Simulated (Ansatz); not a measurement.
Cost and result up the ladder for trans-NiH2(PH3)2 (NiP₂H₈) (11 atoms). Total charge 0; singlet. Geometry: PBE0-D4/def2-SVP.

Cartesian coordinates in Å:
```
Ni -0.0156 -0.0399 -0.0224
P -1.9899 0.6279 0.2223
P 1.9848 -0.6448 -0.2214
H -0.4173 -1.1434 -0.9654
H -2.2835 2.0177 0.2534
H -2.5923 0.2969 1.4673
H -3.0804 0.2394 -0.6048
H 0.3866 1.0749 0.9157
H 2.9751 -0.3992 0.7689
H 2.6770 -0.0421 -1.3084
H 2.3555 -1.9872 -0.5052
```

Ansatz on 2 threads of Arm Neoverse V1 on a shared host. Times are rough, and most runs start from the orbitals of an earlier one. No level here is sound enough to serve as a yardstick. Binding counts from free atoms at the same level (Ni triplet, P quartet, H doublet; other spins of the atoms weren't run), without zero-point energy or a counterpoise term.

B3LYP takes the VWN-RPA correlation. No other spin state of charge 0 was run. Another isomer (singlet) lies 0.11 eV lower at PBE0-D4/def2-TZVP; other spin states weren't run for this one.

Run but left out: HF/STO-3G, B2PLYP/def2-TZVP, PBE-QIDH/def2-TZVP (restricted singlet, unstable in another Hartree–Fock run and untested here); CCSD(T)/def2-TZVP (restricted singlet, unstable towards broken spin symmetry).

```json
{"level": "PBE-D4/def2-SVP", "functions": "107", "wall time": "2 s", "binding energy per atom (eV)": "2.66", "remarks": "restricted SCF unstable in HF"}
{"level": "PBE0-D4/def2-SVP", "functions": "107", "wall time": "2.6 s", "binding energy per atom (eV)": "2.52", "remarks": "restricted SCF unstable in HF"}
{"level": "PBE-D4/def2-TZVP (with forces)", "functions": "167", "wall time": "4 s", "binding energy per atom (eV)": "2.66", "remarks": "–"}
{"level": "B3LYP-D4/def2-TZVP", "functions": "167", "wall time": "4.2 s", "binding energy per atom (eV)": "2.61", "remarks": "restricted SCF unstable in HF"}
{"level": "PBE0-D4/def2-TZVP", "functions": "167", "wall time": "4.7 s", "binding energy per atom (eV)": "2.54", "remarks": "restricted SCF unstable in HF"}
{"level": "r2SCAN-D4/def2-TZVP", "functions": "167", "wall time": "6.5 s", "binding energy per atom (eV)": "2.65", "remarks": "restricted SCF unstable in HF"}
```
